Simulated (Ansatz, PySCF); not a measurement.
Species: GeN4H9, charge 1, multiplicity 1. SMILES: [NH2][Ge]([NH2])([NH2])[NH3+]
Geometry: optimised at B3LYP-D3(BJ)/def2-TZVP (Ansatz, a quantum-chemistry and plane-wave program).

Unscaled harmonic wavenumbers (cm⁻¹) in rising order, each level at the stationary point that it reaches from this structure (no distance between atoms moves by over 0.3 Å); the order of modes can differ between levels, and a negative number is imaginary. B3LYP-D3(BJ)/def2-TZVP (PySCF, at the structure above): 86, 141, 141, 196, 196, 246, 246, 247, 262, 401, 481, 481, 504, 709, 738, 738, 769, 769, 827, 911, 911, 1322, 1580, 1580, 1590, 1652, 1652, 3416, 3520, 3520, 3539, 3539, 3541, 3631, 3631, 3631.

HF/3-21G (Ansatz): 132, 136, 136, 210, 210, 266, 267, 267, 333, 488, 692, 692, 724, 821, 847, 847, 878, 882, 882, 962, 962, 1547, 1761, 1761, 1772, 1840, 1840, 3546, 3646, 3646, 3723, 3723, 3726, 3819, 3819, 3819. Zero-point energy 79.5 against 73.4 kcal/mol; where all levels lie over 400 cm⁻¹, the wavenumbers are on average 1.131 times those of B3LYP-D3(BJ)/def2-TZVP.

B3LYP/6-31G* with LANL2DZ past Ar (Ansatz): 104, 129, 129, 192, 192, 237, 247, 247, 321, 393, 499, 499, 515, 692, 738, 738, 768, 768, 859, 929, 929, 1370, 1620, 1621, 1630, 1690, 1690, 3418, 3532, 3532, 3551, 3551, 3554, 3646, 3646, 3647. Zero-point energy 74.1 against 73.4 kcal/mol; where all levels lie over 400 cm⁻¹, the wavenumbers are on average 1.013 times those of B3LYP-D3(BJ)/def2-TZVP.
